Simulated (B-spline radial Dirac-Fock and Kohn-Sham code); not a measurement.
## Dipole and non-dipole photoemission parameters of Ho 3d5/2

System: atomic holmium in the configuration [Xe] 4f11 6s2; threshold 1351.0 eV (tabulated edge). These are calculated numbers from an atomic code on a B-spline grid; the model is Dirac-Hartree-Slater photoionisation with a Latter tail; cross sections with all multipoles, angular parameters from the dipole term and its interference with E2.

For linearly polarised light dσ/dΩ = σ/(4π) [1 + β P₂(cos θ) + (δ + γ cos²θ) sin θ cos φ], with θ from the polarisation vector and φ the angle between the beam and the projection of the electron momentum on the plane normal to the polarisation.

```tsv
hν (eV)	σ (kb)	β	γ	δ
1486.9	765	0.444	-0.075	-0.006
1610	625	0.625	-0.133	-0.010
1850	438	0.883	-0.166	0.004
2620	171	1.170	0.048	0.047
2760	147	1.188	0.097	0.052
2984.4	117	1.207	0.175	0.059
4000	48.4	1.222	0.498	0.088
4680	29.5	1.203	0.681	0.105
7330	6.72	1.083	1.198	0.170
11500	?	?	?	?
11800	1.25	0.903	1.702	0.279
11900	1.22	0.899	1.710	0.281
12100	1.15	0.893	1.727	0.286
```

**Question.** Give the values at 11500 eV.

**Answer.** σ = 1.38 kb, β = 0.913, γ = 1.677, δ = 0.272.
